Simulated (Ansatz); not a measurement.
`O[C](F)(Cl)[ZnH]` + `BS` → `B[S][ZnH]` + `OC(F)Cl` at 500 K and 1 bar (ligand exchange at a Zn–C bond).

Computed with Ansatz on PBE0-D4/def2-TZVP structures; ΔE is electronic, products minus reactants. CBS: MP2 limit from def2 TZ/QZ plus the TZ coupled-cluster correction, frozen cores. This one scheme is used for every species. For Zn outer-core shells are correlated without core-valence functions, which leaves a few kJ/mol of doubt a bond. Scalar relativity is left out up to krypton. Each species was taken in one conformer, which may not be the lowest.

| species | CCSD(T)/CBS energy (Eh) | H − E (kJ/mol) | S (J/(mol·K)) |
| --- | --- | --- | --- |
| `O[C](F)(Cl)[ZnH]` | -2452.34912 | 120.2 | 399.5 |
| `BS` | -424.38198 | 102.0 | 273.9 |
| `B[S][ZnH]` | -2202.78318 | 108.1 | 349.0 |
| `OC(F)Cl` | -673.99326 | 122.5 | 324.0 |

H − E and S are ideal-gas, rigid-rotor, harmonic terms from PBE0-D4/def2-TZVP, for one conformer and one mirror image of each species. 1 Eh = 2625.50 kJ/mol, R = 8.31446 J/(mol·K).

Question: By hand: ΔE, ΔH, ΔS and ΔG.

Answer: ΔE = (-2202.78318) + (-673.99326) − (-2452.34912) − (-424.38198) = -0.04534 Eh = -119.0 kJ/mol. Δ(H − E) = 108.1 + 122.5 − 120.2 − 102.0 = 8.4, so ΔH = -110.6 kJ/mol. ΔS = 349.0 + 324.0 − 399.5 − 273.9 = -0.4 J/(mol·K). ΔG = -110.6 − 500 × (-0.4)/1000 = -110.4 kJ/mol.

Question: By hand: the equilibrium constant, and the temperature at which ΔG would vanish if ΔH and ΔS stayed fixed.

Answer: log₁₀ K = −ΔG/(RT ln 10) = 11.5. ΔG = 0 at ΔH/ΔS = 276500 K, far beyond where these terms or the molecules hold.

The number of gas molecules stays the same, so ΔS is small and ΔH decides. A doubt of 5 kJ/mol in ΔE shifts log₁₀ K by 0.5 here. Other conformers and mirror images would add mixing entropy, several J/(mol·K) or more a flexible species. These are equilibria of isolated gas molecules and say nothing of rates. Largest T1 diagnostic: 0.017 (customary marks: 0.02 for closed shells, 0.045 for open ones).
